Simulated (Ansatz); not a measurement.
`[CH3][GaH][B]1CS1` + H₂S → `[CH3][GaH][SH]` + `B1CS1` at 600 K and 1 bar (cleavage of the Ga–B bond).

Gas-phase electronic energies from Ansatz, PBE0-D4/def2-TZVP geometries. CBS: MP2 limit from def2 TZ/QZ plus the TZ coupled-cluster correction, frozen cores. This one scheme is used for every species. For Ga outer-core shells are correlated without core-valence functions, which leaves a few kJ/mol of doubt a bond. Scalar relativity is left out up to krypton. Each species was taken in one conformer, which may not be the lowest.

| species | CCSD(T)/CBS energy (Eh) | H − E (kJ/mol) | S (J/(mol·K)) |
| --- | --- | --- | --- |
| `[CH3][GaH][B]1CS1` | -2426.21720 | 262.0 | 489.8 |
| H₂S | -398.97279 | 60.8 | 230.9 |
| `[CH3][GaH][SH]` | -2362.81343 | 187.0 | 407.7 |
| `B1CS1` | -462.41225 | 137.0 | 308.5 |

H − E and S are ideal-gas, rigid-rotor, harmonic terms from PBE0-D4/def2-TZVP, for one conformer and one mirror image of each species. 1 Eh = 2625.50 kJ/mol, R = 8.31446 J/(mol·K).

**Question.** By hand: ΔE, ΔH, ΔS and ΔG.

**Answer.** ΔE = (-2362.81343) + (-462.41225) − (-2426.21720) − (-398.97279) = -0.03569 Eh = -93.7 kJ/mol. Δ(H − E) = 187.0 + 137.0 − 262.0 − 60.8 = 1.2, so ΔH = -92.5 kJ/mol. ΔS = 407.7 + 308.5 − 489.8 − 230.9 = -4.5 J/(mol·K). ΔG = -92.5 − 600 × (-4.5)/1000 = -89.8 kJ/mol.

**Question.** By hand: the equilibrium constant, and the temperature at which ΔG would vanish if ΔH and ΔS stayed fixed.

**Answer.** log₁₀ K = −ΔG/(RT ln 10) = 7.8. ΔG = 0 at ΔH/ΔS = 20556 K, far beyond where these terms or the molecules hold.

The number of gas molecules stays the same, so ΔS is small and ΔH decides. A doubt of 5 kJ/mol in ΔE shifts log₁₀ K by 0.4 here. Other conformers and mirror images would add mixing entropy, several J/(mol·K) or more a flexible species. Modes under 60 cm⁻¹, often nearly free rotors, make the harmonic entropy too high. These are equilibria of isolated gas molecules and say nothing of rates. Largest T1 diagnostic: 0.016 (customary marks: 0.02 for closed shells, 0.045 for open ones).
